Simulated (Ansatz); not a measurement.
A nudged elastic band was laid between two geometries of a periodic cell of 17 atoms, CuSi16 (host Si, host structure diamond, interstitial Cu), cell charge +1.

All numbers below come from DFT PBE, scalar-relativistic, plane waves, PAW in Ansatz 0.2.0. Settings: PAW set soft_1, cutoff 420 eV, k mesh 2x2x2, gaussian smearing 0.02 eV, no spin polarisation.

```json
{
  "movable images": "3",
  "climbing image": "yes",
  "spring": "1.0 eV/Å²",
  "optimiser": "quadratic models (default)",
  "start path": "IDPP",
  "force threshold": "0.03 eV/Å",
  "iteration limit": "80",
  "end points": "relaxed"
}
```

First end point:

```xyz
17
Lattice="0.0000 5.4300 5.4300 5.4300 0.0000 5.4300 5.4300 5.4300 0.0000" Properties=species:S:1:pos:R:3
Si -0.135 0.135 0.158
Si 1.387 1.407 1.421
Si 2.740 2.689 0.010
Si 4.021 4.042 1.421
Si 2.741 -0.003 2.721
Si 4.002 1.426 4.075
Si 5.431 2.688 2.721
Si 6.846 4.013 4.027
Si 0.054 2.764 2.792
Si 1.176 4.252 4.175
Si 2.665 5.376 2.792
Si 4.107 6.751 4.129
Si 2.607 2.823 5.349
Si 4.074 4.119 6.752
Si 5.511 5.349 5.386
Si 6.740 6.785 6.751
Cu 9.165 7.124 7.074
```

Last end point:

```xyz
17
Lattice="0.0000 5.4300 5.4300 5.4300 0.0000 5.4300 5.4300 5.4300 0.0000" Properties=species:S:1:pos:R:3
Si 0.000 -0.040 -0.049
Si 1.411 1.431 1.306
Si 2.534 2.810 -0.185
Si 3.962 3.986 1.245
Si 2.745 0.060 2.662
Si 4.099 1.361 4.072
Si 5.360 2.715 2.642
Si 6.653 4.226 3.936
Si 0.036 2.766 2.748
Si 1.437 4.026 4.151
Si 2.669 5.389 2.713
Si 4.024 6.859 4.123
Si 2.773 2.667 5.486
Si 4.098 4.079 6.811
Si 5.380 5.490 5.458
Si 6.790 6.791 6.812
Cu 10.523 5.709 7.804
```

(1) What changes between the two ends?

(2) What energy profile does the band end with?

(3) What is the geometry of the highest image?

The band took 11 iterations and roughly 2.5 core-minutes.

## Answers

(1) Contacts lost: Si13–Cu17, Si14–Cu17, Si16–Cu17. Contacts made: Si8–Cu17. The atom that moves furthest is Cu17, by 2.09 Å.

(2) The forces met the threshold. The highest image is number 3 of 0 to 4, 0.047 eV above the ends, which have the same energy within 2 meV. Beside the main top the profile has a ripple of under 15 meV (maxima at images 1, 3), which may be a very shallow well or noise. By the program's own check the climbing image is of a kind that is not told: the force calls were inconclusive, a negative curvature could not be distinguished from the path's own, the only one lies far off the path, or fixed occupations may fill a level only in part (lowest curvatures found: -0.52 and 0.82 eV/Å²). Limits of this set-up: charged cell in a uniform background, uncorrected.

```csv
image,path coordinate (Å),energy (eV),Si13–Cu17 (Å),Si14–Cu17 (Å),Si16–Cu17 (Å)
0,0.00,0.000,2.35,2.47,2.47
1,0.71,0.005,2.43,2.92,2.57
2,1.43,0.000,2.63,2.99,3.09
3,2.14,0.047,3.30,3.51,3.51
4,2.81,0.000,4.06,4.05,4.01
```

(3) 
```xyz
17
Lattice="0.0000 5.4300 5.4300 5.4300 0.0000 5.4300 5.4300 5.4300 0.0000" Properties=species:S:1:pos:R:3
Si 0.025 -0.029 -0.064
Si 1.424 1.457 1.309
Si 2.571 2.856 -0.171
Si 3.970 4.003 1.309
Si 2.700 0.054 2.660
Si 4.101 1.326 4.041
Si 5.372 2.727 2.660
Si 6.633 4.224 3.955
Si 0.064 2.816 2.761
Si 1.463 3.963 4.240
Si 2.610 5.362 2.761
Si 4.009 6.848 4.133
Si 2.831 2.595 5.544
Si 4.092 4.092 6.840
Si 5.363 5.494 5.459
Si 6.764 6.765 6.840
Cu 10.162 6.125 7.465
```

The run took 2.5 min on 1 thread of AMD EPYC 9R45 96-Core Processor (Zen 5), on a shared host, peak memory 0.9 GiB.
